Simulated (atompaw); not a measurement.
## terbium: one change to a PAW (atompaw) potential, before and after

terbium, PAW, made with atompaw 4.2.0.5 (PBE, scalar-relativistic). Core [Kr] 4d10 4f8, reference 5s2 5p6 5d1 6s2 6p0. Waves: 5s (bound): rc 2.35 bohr; 6s (bound): rc 2.05 bohr; 5p (bound): rc 2.10 bohr; 6p (bound, empty): rc 2.05 bohr; 5d (bound): rc 3.00 bohr; 5d channel at 0.25 Ry: rc 3.00 bohr. Local part: ultrasoft scheme with l = 3 at 0.5 Ry, radius 2.60 bohr. Core correction: smooth core density matched at 2.35 bohr. Augmentation charge: sinc compensation charge, radius 2.20 bohr; PAW radius 3.00 bohr; waves and projectors: custom polynom vanderbiltortho.

Change: local potential ultrasoft scheme with l = 3 at 0.5 Ry, radius 2.20 bohr.

Cutoffs: the cutoffs (Ry, on a coarse ladder) from which the occupation-weighted sum of valence levels, in a spherical-Bessel basis at the reference potential, stays within 10 and 1 mRy of its value at 400 Ry; they do not see the model core or the augmentation charge, which bear on the density cutoff.

Problem. What does the change do?

Solution. The potential gets neither clearly harder nor softer (18 Ry and 30 Ry → 18 Ry and 30 Ry); the range in which the d phases agree widens (upper end 2.3 → at the end of the scan); neither file shows a bound ghost.

| quantity | base | changed |
| --- | --- | --- |
| cutoff, loose | 18 Ry | 18 Ry |
| cutoff, tight | 30 Ry | 30 Ry |
| bound ghosts | none | none |
| s: phases at 3.01 bohr within 0.05 rad from the reference energy up to (Ry; the scan ends near 5) | 3.8 | to the end of the scan |
| p: phases at 3.01 bohr within 0.05 rad from the reference energy up to (Ry; the scan ends near 5) | to the end of the scan | to the end of the scan |
| d: phases at 3.01 bohr within 0.05 rad from the reference energy up to (Ry; the scan ends near 5) | 2.3 | to the end of the scan |
| lowest overlap eigenvalue by channel | s 0.53, p 0.90, d 0.95 | s 0.38, p 0.86, d 0.94 |

 The cutoffs see the waves, projectors and local potential, not the compensation charge or the core.
